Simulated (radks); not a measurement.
Species: the chlorine ion Cl2+. Configuration: [Ne] 3s2 3p2 4p1 (not the ground configuration). Method: scalar-relativistic Kohn-Sham, r2SCAN, spin-polarised, spherical densities, finite nucleus; open shells are filled with parallel spins first; meta-GGA in the generalised Kohn-Sham scheme; Fermi nuclear charge, rms radius 3.3654 fm; computed with a radial shooting solver on a logarithmic mesh with Libxc functionals. Some entries of the table are withheld. Estimate them.

orbital  occ.  eigenvalue (Ry)  r(max) (bohr)  <r> (bohr)
1s up       1        -206.1240        0.05948     0.09097
1s down     1        -206.0737        0.05948     0.09095
2s up       1        -21.68998         0.3607      0.4417
2s down     1        -21.66037         0.3610      0.4417
2p up       3        -17.06510         0.3013      0.4051
2p down     3        -17.00686         0.3019      0.4051
3s up       1         -3.96792          1.229         (1)
3s down     1         -3.64860          1.230         (2)
3p up       2         -2.90322          1.312       1.523
3p down     0         -2.60247          1.316       1.541
3d up       0         -1.43147          1.478         (3)
4s up       0         -1.14990          3.348         (4)
3d down     0         -1.13610          1.485         (5)
4p up       1         -0.90998          3.775       4.068
4f up       0         -0.37079          4.819       5.678

Answer. 
(1) 3s up <r> (bohr): 1.400
(2) 3s down <r> (bohr): 1.416
(3) 3d up <r> (bohr): 1.901
(4) 4s up <r> (bohr): 3.643
(5) 3d down <r> (bohr): 1.815
